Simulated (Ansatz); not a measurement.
A nudged elastic band was laid between two geometries of C₂H₈AlClN₂ (14 atoms, charge 0, multiplicity 1).

Level of theory: RKS BHLYP/6-31G in Ansatz.

```json
{
 "movable images": "7",
 "climbing image": "yes",
 "spring": "50.0 eV/Å²",
 "optimiser": "quadratic models (default)",
 "start path": "through a guess of the saddle point",
 "force threshold": "0.05 eV/Å",
 "iteration limit": "60",
 "end points": "relaxed"
}
```

First end point:

```xyz
14
Properties=species:S:1:pos:R:3
Al 0.670 -1.120 -0.449
N 0.737 -2.457 0.711
N -0.121 0.444 -0.159
C -0.164 1.540 -1.116
C -0.800 0.760 1.089
H -0.756 -0.075 1.784
Cl 1.633 -1.440 -2.387
H 0.344 -2.444 1.632
H 1.189 -3.330 0.515
H 0.317 2.433 -0.712
H 0.344 1.272 -2.036
H -1.195 1.802 -1.365
H -1.853 0.992 0.917
H -0.346 1.624 1.578
```

Last end point:

```xyz
14
Properties=species:S:1:pos:R:3
Al -0.312 -1.088 -0.314
N 1.053 -1.800 0.998
N -0.142 0.666 -0.416
C 0.183 1.981 -0.872
C -1.409 0.364 0.364
H 1.236 -1.029 1.628
Cl -0.308 -2.843 -1.663
H 1.905 -2.062 0.518
H 0.701 -2.599 1.507
H 0.323 2.678 -0.039
H 1.109 1.960 -1.443
H -0.594 2.404 -1.517
H -2.332 0.641 -0.142
H -1.413 0.726 1.390
```

Question: Which bonds break or form, and what moves?

Answer: Bonds broken: C5–H6. Bonds formed: Al1–C5, N2–H6.

Question: Give the energies along the band, and the barrier.

Answer: The forces met the threshold. The highest image is number 5 of 0 to 8, 72.3 kcal/mol above the first end and 26.9 kcal/mol above the last; the last end lies 45.4 kcal/mol above the first. Neighbouring images differ by up to 2.3 eV, so the band resolves the path poorly. Another band between the same ends (7 images) ends at a top of the same energy, where a vibrational analysis finds 1 clearly imaginary mode. The orbitals stay closed-shell, which can raise the energy where a bond breaks towards radicals; this wasn't checked here. Limits of this set-up: no polarisation functions.

| image | path coordinate (Å) | energy (kcal/mol) | C5–H6 (Å) | Al1–C5 (Å) | N2–H6 (Å) |
| --- | --- | --- | --- | --- | --- |
| 0 | 0.00 | 0.0 | 1.09 | 2.84 | 3.01 |
| 1 | 0.91 | 0.4 | 1.09 | 2.83 | 3.02 |
| 2 | 1.82 | 2.2 | 1.09 | 2.79 | 2.93 |
| 3 | 2.73 | 7.0 | 1.09 | 2.69 | 2.63 |
| 4 | 3.65 | 20.0 | 1.10 | 2.51 | 2.14 |
| 5 | 4.56 | 72.3 | 1.60 | 2.18 | 1.24 |
| 6 | 5.59 | 50.6 | 2.48 | 1.96 | 1.01 |
| 7 | 6.62 | 45.8 | 3.09 | 1.94 | 1.01 |
| 8 | 7.65 | 45.4 | 3.25 | 1.94 | 1.01 |

Question: What is the geometry of the highest image?

Answer: 
```xyz
14
Properties=species:S:1:pos:R:3
Al 0.287 -1.095 -0.649
N 0.795 -1.800 1.075
N -0.049 0.605 -0.525
C 0.049 1.972 -0.939
C -0.967 0.179 0.592
H -0.149 -1.025 1.256
Cl 0.394 -2.570 -2.254
H 1.686 -1.554 1.482
H 0.560 -2.753 1.311
H 0.343 2.614 -0.105
H 0.794 2.079 -1.724
H -0.901 2.348 -1.325
H -2.020 0.211 0.319
H -0.821 0.790 1.486
```

Run time: 6.1 min on 2 threads of Arm Neoverse V1 (shared host), peak memory 0.2 GiB.
